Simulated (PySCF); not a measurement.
## How methods differ on the excitation energy of Cd

Cd [Kr] 4d10 5s2 (1S) → Cd [Kr] 4d10 5s1 5p1 (3P), as a difference of total energies. Calculation: PySCF 2.14, in ANO-RCC-VTZP (7s6p4d2f1g, 68 functions); the spin-free X2C one-electron Hamiltonian (Gaussian nucleus). Correlated levels: valence: [Kr] frozen; valence and next inner shell: [Ar] 3d10 frozen. The calculations carry no spin-orbit coupling.

```csv
method,excitation energy (eV)
UHF,2.514
LDA,4.229
PBE,3.970
PBE0,3.681
r2SCAN,3.668
M06,4.374
TPSSh,3.719
MP2 (valence),3.819
MP2 (valence and next inner shell),3.899
SCS-MP2 (valence and next inner shell),3.928
```

**Question.** Estimate what PBEsol gives.

**Answer.** 3.974 eV, closest to PBE among the rows shown.

**Question.** Estimate what SCS-MP2 (valence) gives.

**Answer.** 3.874 eV, closest to MP2 (valence and next inner shell) among the rows shown.

Errors of the correlated levels include the incompleteness of this basis and the frozen core.

The basis was made for the ground configuration and has no added diffuse functions, so the excitation energy can come out too high.

For comparison: 3.874 eV (measured; NIST levels, between the centres of gravity of the two terms).
